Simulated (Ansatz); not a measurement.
Start from `BrC1=NCO1` and change one atom or group to get `ClC1=NCO1`.

Ansatz, PBE0-D4/def2-TZVP geometries, multiplicity 1. 

Scalar relativity is left out up to krypton. Spin–orbit coupling is left out; it splits and shifts lone-pair levels of the heavy atoms by tenths of an eV.

```
                                          property  `BrC1=NCO1`
               LUMO energy (B3LYP/def2-TZVPP) / eV        -0.47
                LUMO energy (PBE0/def2-TZVPP) / eV        -0.22
    zero-point energy (PBE0-D4/def2-TZVP) / kJ/mol        111.4
             HOMO energy (ωB97M-V/def2-TZVPP) / eV       -10.40
                 HOMO energy (PBE/def2-TZVPP) / eV        -6.85
size of the dipole moment (ωB97M-V/def2-TZVPP) / D         1.39
```

Q: What does the change do to each property? (Estimate.)

A: Ansatz gave: 
```tsv
property	`ClC1=NCO1`	shift
LUMO energy (B3LYP/def2-TZVPP) / eV	-0.40	0.07
LUMO energy (PBE0/def2-TZVPP) / eV	-0.14	0.08
zero-point energy (PBE0-D4/def2-TZVP) / kJ/mol	113.2	1.8
HOMO energy (ωB97M-V/def2-TZVPP) / eV	-10.52	-0.12
HOMO energy (PBE/def2-TZVPP) / eV	-6.88	-0.03
size of the dipole moment (ωB97M-V/def2-TZVPP) / D	1.42	0.03
```

With PBE0 the HOMO falls by 0.08 eV and the LUMO rises by 0.08 eV, so the gap widens by about 0.16 eV. PBE moves the HOMO by -0.03 eV and ωB97M-V by -0.12 eV. Dipoles are sizes alone; their direction can turn.

Positive LUMOs are unbound, so they and the gaps depend on the basis.

B3LYP here is the variant with VWN-RPA as its local correlation; programs differ in this.
